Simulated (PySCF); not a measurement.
## Structure revision by computed shifts

A compound C₅H₉NO₃Si gives the data below (simulated from a calculation) and was assigned the structure `C=NC(=C)O[SiH2]OC(C)=O`.

13C{1H} NMR (computed): δ 169.1 (C), 165.3 (CH), 161.9 (C), 98.5 (CH2), 55.6 (CH3).

1H NMR (500 MHz, computed): δ 8.68 (s, 1H), 6.69 (br s, 1H), 5.80 (s, 2H), 4.71 (m, 1H), 4.65 (m, 1H), 3.58 (s, 3H).

- geometry: GFN2-xTB
- shielding tensors at PBE0/pcSseg-1 (GIAO)
- code: PySCF 2.14
- a single conformation, relativity neglected, fast rotation and ring inversion assumed for equivalent nuclei, isolated molecule

Referencing at the same level of theory: 1H (31.72 ppm) and 13C (186.93 ppm) against TMS.

Q: Compare with the shifts computed for the proposed structure, pairing carbons in order of shift.

A: Atom-mapped SMILES (the numbers label the heavy atoms): `[CH2:1]=[N:2][C:3](=[CH2:4])[O:5][SiH2:6][O:7][C:8]([CH3:9])=[O:10]`; H(Xn) means a hydrogen on atom n.

| atom | computed for proposal | given list | difference |
| --- | --- | --- | --- |
| C8 | 176.8 | 169.1 | +7.7 |
| C3 | 168.8 | 165.3 | +3.5 |
| C1 | 155.1 | 161.9 | -6.8 |
| C4 | 81.3 | 98.5 | -17.2 |
| C9 | 23.9 | 55.6 | -31.7 |

The rms difference is 16.9 ppm and the largest -31.7 ppm at C9 (methyl carbon α to a carbonyl). The carbon types in order of shift don't match either: C, C, CH2, CH2, CH3 for the proposal against C, CH, C, CH2, CH3 in the data. The proposal doesn't fit.

Q: Which isomer fits?

A: SMILES COC(=C)[SiH2]/N=C\C(=O)O.

- Carbon types of the structure: 2 × C, 1 × CH, 1 × CH2, 1 × CH3, leaving 3 H on heteroatoms.
- δC 169.1: alkene carbon bearing oxygen; an sp2 carbon further deshielded by the attached heteroatom.
- δC 165.3: C=N carbon.
- δC 161.9: carboxylic acid carbon; it is a carbonyl in resonance with an O or N lone pair, the region of acids, esters and amides.
- δC 98.5: β carbon of an enol-ether or enamine type C=C; the O or N lone pair pushes π density onto this β carbon and shields it.

The shifts were computed for this structure.

OH and NH positions are those of a molecule without intermolecular hydrogen bonds; in solution they move with solvent, concentration and temperature, and exchange usually removes their couplings. Shifts are as computed. Against solution values, carbons near 30 ppm lie about +3 ppm off and those near 130 ppm about +5 ppm. Of 1309 compounds with measured shifts, 239 miss one by over three times the rms of a fit or turn the order of signals round; such compounds aren't used in these exercises. The C=O carbon of an acid or of an amide with N–H lies up to 10 ppm further downfield in solution, through hydrogen bonding that the calculation lacks. Multiplicities follow the n + 1 count of equivalent neighbours, as no J values were calculated; m marks all less simple cases, F and P coupling included.
